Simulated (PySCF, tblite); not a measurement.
Compound: C5H10Cl2Si.
Z-matrix (Å and degrees, GFN2-xTB geometry), rows numbered from 1:
```
C 
C   1  1.5193
Si  2  1.9227  1  122.77
C   3  1.9119  2   75.53  1  -137.93
C   4  1.5420  3   91.50  2    12.68
C   5  1.5132  2  113.95  1    24.80
Cl  6  1.7871  5  110.13  2  -178.21
Cl  6  1.7723  5  111.99  2    61.36
H   1  1.0882  2  109.23  3   -70.43
H   1  1.0863  2  111.86  3    48.90
H   1  1.0906  2  111.23  3   170.63
H   2  1.0941  1  107.25  3   127.30
H   3  1.4561  2  117.66  1   -23.65
H   3  1.4635  2  114.52  1   110.01
H   4  1.0878  3  113.63  2  -101.36
H   4  1.0865  3  119.16  2   130.80
H   5  1.0948  2  112.60  1   -96.09
H   6  1.0914  5  112.65  2   -59.53
```

Method used: PBE0/pcSseg-1 in PySCF (dipole) on a GFN2-xTB geometry, gas phase.

Take the most abundant isotopes and a rigid rotor. The values belong to one conformer with, in the numbering `[CH3:1][C@@H:2]1[SiH2:3][CH2:4][C@@H:5]1[CH:6]([Cl:7])[Cl:8]`, C4–C5–C6–Cl7 71°, C1–C2–Si3–C4 -138°, C2–Si3–C4–C5 13°, Si3–C4–C5–C6 105°, C1–C2–C5–C4 144°.

(1) Give the principal moments of inertia and the rotational constants in cm⁻¹.

(2) What kind of rotor is it?

(3) Is it planar, by Δ = Ic − Ia − Ib?

(4) Give the coordinates in the principal-axis frame, origin at the centre of mass.

(5) List the rotational levels J(Ka,Kc) to J = 5 (K).

(6) Which lines would a microwave search look for?

## Answers

(1) Ia = 282.40, Ib = 590.51, Ic = 620.11 u·Å²; 505379 MHz·u·Å²/I gives 1790, 855.8 and 815.0 MHz, that is A = 0.05969, B = 0.02855, C = 0.02719 cm⁻¹.

(2) A near-prolate asymmetric top. Ray's parameter κ = (2B − A − C)/(A − C) = -0.916; −1 is the prolate and +1 the oblate limit.

(3) Not planar: Δ = Ic − Ia − Ib = -252.80 u·Å². For a rigid frame Δ = −2 Σ m c², so Σ m c² = 126.40 u·Å² lies off the ab plane: 21.68 from hydrogen and 104.72 from heavier atoms. The atom farthest from that plane is 2.40 Å away.

(4) The sense of each axis is arbitrary; atoms in the order of the calculation.
```csv
atom,mass (u),a (Å),b (Å),c (Å)
C1,12.000,-1.616,1.447,-1.461
C2,12.000,-1.562,-0.008,-1.026
Si3,27.977,-2.152,-0.600,0.705
C4,12.000,-0.533,-1.569,0.395
C5,12.000,-0.174,-0.666,-0.802
C6,12.000,0.925,0.319,-0.467
Cl7,34.969,2.483,-0.538,-0.282
Cl8,34.969,0.594,1.196,1.037
H9,1.008,-2.654,1.738,-1.608
H10,1.008,-1.188,2.108,-0.713
H11,1.008,-1.089,1.598,-2.403
H12,1.008,-2.071,-0.596,-1.797
H13,1.008,-2.166,0.377,1.785
H14,1.008,-3.381,-1.394,0.689
H15,1.008,-0.694,-2.597,0.078
H16,1.008,0.230,-1.587,1.168
H17,1.008,0.174,-1.223,-1.678
H18,1.008,1.074,1.065,-1.250
```

(5) Above 0(0,0), as E/k:
J = 1: 1(0,1) 0.080, 1(1,1) 0.125, 1(1,0) 0.127
J = 2: 2(0,2) 0.240, 2(1,2) 0.283, 2(1,1) 0.289, 2(2,1) 0.424, 2(2,0) 0.424
J = 3: 3(0,3) 0.481, 3(1,3) 0.521, 3(1,2) 0.533, 3(2,2) 0.664, 3(2,1) 0.665, 3(3,1) 0.893, 3(3,0) 0.893
J = 4: 4(0,4) 0.801, 4(1,4) 0.838, 4(1,3) 0.857, 4(2,3) 0.985, 4(2,2) 0.986, 4(3,2) 1.214, 4(3,1) 1.214, 4(4,1) 1.535, 4(4,0) 1.535
J = 5: 5(0,5) 1.201, 5(1,5) 1.233, 5(1,4) 1.263, 5(2,4) 1.386, 5(2,3) 1.388, 5(3,3) 1.615, 5(3,2) 1.615, 5(4,2) 1.936, 5(4,1) 1.936, 5(5,1) 2.348, 5(5,0) 2.348
Those of J = 1 are B + C, A + C and A + B.

(6) The dipole components are |μa| = 1.56 D, |μb| = 0.16 D, |μc| = 1.45 D. The squared components, which scale the intensities, stand as 1.00 : 0.01 : 0.86 (a : b : c). Some lines, for components of 0.1 D or more:

| type | branch | J(Ka,Kc) | MHz | lower level (cm⁻¹) |
| --- | --- | --- | --- | --- |
| c | Q | 1(1,1) ← 1(0,1) | 934 | 0.056 |
| b | Q | 1(1,0) ← 1(0,1) | 975 | 0.056 |
| b | R | 2(0,2) ← 1(1,1) | 2407 | 0.087 |
| b | Q | 5(2,4) ← 5(1,5) | 3174 | 0.857 |
| b | R | 4(1,3) ← 3(2,2) | 4021 | 0.462 |
| c | R | 2(1,1) ← 1(0,1) | 4357 | 0.056 |
| a | R | 3(1,3) ← 2(1,2) | 4950 | 0.197 |
| a | R | 3(2,2) ← 2(2,1) | 5012 | 0.295 |
| a | R | 3(1,2) ← 2(1,1) | 5073 | 0.201 |
| c | R | 3(1,2) ← 2(0,2) | 6090 | 0.167 |
| c | Q | 5(4,2) ← 5(3,2) | 6675 | 1.123 |
| a | R | 4(3,1) ← 3(3,0) | 6686 | 0.621 |
| b | R | 5(0,5) ← 4(1,4) | 7562 | 0.582 |
| c | R | 4(1,3) ← 3(0,3) | 7845 | 0.334 |
| a | R | 5(0,5) ← 4(0,4) | 8328 | 0.557 |
| c | R | 5(1,4) ← 4(0,4) | 9625 | 0.557 |
| c | R | 5(2,3) ← 4(1,3) | 11057 | 0.596 |
| c | R | 4(3,2) ← 3(2,2) | 11458 | 0.462 |
| b | R | 5(3,3) ← 4(2,2) | 13114 | 0.685 |
| c | R | 5(3,3) ← 4(2,3) | 13134 | 0.685 |
| b | R | 5(3,2) ← 4(2,3) | 13134 | 0.685 |
| b | R | 4(4,1) ← 3(3,0) | 13363 | 0.621 |
| c | R | 4(4,0) ← 3(3,0) | 13363 | 0.621 |
| b | R | 5(4,1) ← 4(3,2) | 15034 | 0.844 |

Its GFN2-xTB frequencies are all real (lowest 79 cm⁻¹). Zero-point vibration and centrifugal distortion are left out. A rigid rotor knows nothing of internal rotation, which can split or shift real lines. Quadrupole hyperfine structure (35Cl) is left out.

Hardware: Intel Xeon at 2.50 GHz, one thread, shared host with 64 logical CPUs at a one-minute load of 60. Cost: 2.1 min wall, 1.7 min CPU, 0.92 GiB resident at most. This is the PBE0/pcSseg-1 job that gave the dipole, with the shieldings it also computed.
